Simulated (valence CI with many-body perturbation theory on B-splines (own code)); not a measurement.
## Hf⁶⁵⁺: fill in the table

Level of theory: relativistic CI+MBPT: five valence electrons over a frozen Dirac-Fock core [He], radial functions for each j: 11 s, 11 p, 10 d, 8 f, 5 g, 2 h, with the one-electron correlation potential Σ1 (screened to all orders), the two-electron term Σ2, the three-electron term Σ3, Breit, model QED; selected single and double excitations, second order for the rest, scaled by the run's own slope (own B-spline code, finite nucleus).

No measured spectrum was set against this ion. As an estimate, large intervals hold to a few tenths of a per cent, small ones and those within an open d or f shell to about a per cent. Among the levels kept, up to 7400 cm⁻¹ of a level comes from second order outside the variational space, and about a tenth of that is noise between levels of different J, which matters for small intervals.

| Level | E (Ry) |
| --- | --- |
| (2s^2 2p1/2^2 2p3/2) J=3/2 | 0.00 |
| (2s^2 2p1/2 2p3/2^2) J=3/2 | 89.74 |
| (2s^2 2p1/2 2p3/2^2) J=5/2 | ? |
| (2s^2 2p1/2 2p3/2^2) J=1/2 | 95.13 |
| (2s 2p1/2^2 2p3/2^2) J=5/2 | 114.13 |
| (2s 2p1/2^2 2p3/2^2) J=1/2 | 121.64 |
| (2s 2p1/2^2 2p3/2^2) J=3/2 | 121.74 |
| (2s^2 2p3/2^3) J=3/2 | 185.06 |
| (2s 2p1/2 2p3/2^3) J=3/2 [a] | ? |
| (2s 2p1/2 2p3/2^3) J=5/2 | ? |
| (2s 2p1/2 2p3/2^3) J=1/2 | 213.38 |
| (2s 2p1/2 2p3/2^3) J=3/2 [b] | 214.01 |
| (2p1/2^2 2p3/2^3) J=3/2 | ? |
| (2s 2p3/2^4) J=1/2 | 304.45 |
| (2p1/2 2p3/2^4) J=1/2 | ? |
| (2s^2 2p1/2^2 3s) J=1/2 | 612.41 |
| (2s^2 2p1/2^2 3p1/2) J=1/2 | 619.81 |
| (2s^2 2p1/2^2 3p3/2) J=3/2 | 647.44 |
| (2s^2 2p1/2^2 3d3/2) J=3/2 | 653.89 |
| (2s^2 2p1/2^2 3d5/2) J=5/2 | ? |

Levels are named by their leading jj configuration (3d3/2^4 stands for four electrons in 3d with j = 3/2), which in mixed levels can hold well under half, so a name can repeat and another be missing. Letters in brackets count levels of one name in rising energy.

(1) The levels stand in rising order. What does the calculation give for the missing energies?

Answers

(1) (2s^2 2p1/2 2p3/2^2) J=5/2 91.43; (2s 2p1/2 2p3/2^3) J=3/2 [a] 205.84; (2s 2p1/2 2p3/2^3) J=5/2 208.82; (2p1/2^2 2p3/2^3) J=3/2 240.92; (2p1/2 2p3/2^4) J=1/2 332.80; (2s^2 2p1/2^2 3d5/2) J=5/2 661.70.
